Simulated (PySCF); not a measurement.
**Working out the excitation energy of Cl⁺**

Cl⁺ [Ne] 3s2 3p4 (3P) → Cl⁺ [Ne] 3s1 3p5 (3P). Calculation: PySCF 2.14, in ANO-RCC-VTZP (5s4p2d1f, 34 functions); scalar relativity by spin-free X2C-1e. Frozen: 1s2. Energies in hartree (1 hartree = 27.21139 eV):

| part | Cl⁺ (lower) | Cl⁺ (upper) |
| --- | --- | --- |
| UHF | -460.465585 | -459.933532 |
| CCSD correlation | -0.166677 | -0.251249 |
| (T) | -0.004695 | -0.019594 |

What does Hartree-Fock give?

(-459.933532) − (-460.465585) = 0.532053 hartree = 14.478 eV.

What do CCSD and CCSD(T) give?

The CCSD correlation energies differ by -0.084572 hartree = -2.301 eV and the triples by -0.014899 hartree = -0.405 eV, so CCSD gives 12.177 eV and CCSD(T) 11.772 eV.

Measured between the centres of the two terms (NIST): 11.573 eV, so CCSD(T) (valence and next inner shell) is off by 0.199 eV.

The coupled-cluster amplitudes are large, so a single reference is strained.

What remains against the reference includes basis incompleteness, the frozen core and higher excitations.
